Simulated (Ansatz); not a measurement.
A run for Ansatz (an electronic-structure program): R-CCSD(T)/def2-SVPD on HBr (SMILES Br). The run froze 14 orbitals, filled d shells among them.

Ansatz 0.2 input:
```yaml
crystal:
  periodic: [false, false, false]
  atoms:
    - {symbol: Br, position_ang: [-1.42924959, 0.06058801, -0.17129521]}
    - {symbol: H, position_ang: [-0.30333285, -0.16620468, 0.68132888]}
basis:
  gaussian:
    orbitals: def2-SVPD
magnetization: {spin_polarized: false}
correlation: {method: ccsd_t, electrons: outside_noble_gas}
scf: {lower_state_search: off}
```

The log:

```
Functional definition: HF
[...]
these checks for a lower state are left out or cut short: stability, starts, cluster_reference, orbital_swaps, neighbouring_geometries, increment
integrals: 0.02 GiB planned
474 factors; integrals over basis functions are off by at most 1.3e-3 eV
mean field: 0.09 GiB planned
mean field evaluation 1: about -70006.0301 eV, gradient 9.4e0 eV
mean field evaluation 2: about -70006.0450 eV, gradient 9.6e0 eV
mean field evaluation 4: about -70006.4279 eV, gradient 1.1e0 eV
mean field evaluation 8: about -70006.4349 eV, gradient 6.4e-5 eV
mean field -70006.43488503 eV, -2572.6890299590 hartree, gradient 1.7e-6 eV, S^2 0.000000; 0 other end points of the search recorded, 0 dependent functions left out
14 core orbitals not correlated
reference -70006.43488503 eV, -2572.6890299590 hartree; 4, 4 occupied and 31, 31 virtual orbitals, 474 factors
second order -3.73787013 eV of doubles, -0.00000000 eV of singles
coupled cluster: 0.06 GiB planned
cycle   1  -4.07117053 eV  change   -3.3e-1 eV  update   3.8e-2
cycle   2  -4.16594871 eV  change   -9.5e-2 eV  update   1.2e-2
cycle   3  -4.17257959 eV  change   -6.6e-3 eV  update   2.7e-3
cycle   4  -4.17226076 eV  change    3.2e-4 eV  update   6.2e-4
cycle   5  -4.17208535 eV  change    1.8e-4 eV  update   1.5e-4
cycle   6  -4.17207734 eV  change    8.0e-6 eV  update   3.5e-5
cycle   7  -4.17208176 eV  change   -4.4e-6 eV  update   9.5e-6
perturbative correction -0.09760739 eV, -0.0035870053 hartree
Total energy: -70010.70457418 eV, -2572.8459381411 hartree
Checks for a lower state left out: stability, starts, cluster_reference, orbital_swaps, neighbouring_geometries, increment
```

Self-consistency was reached.

Cost: roughly 0.3 core-seconds.
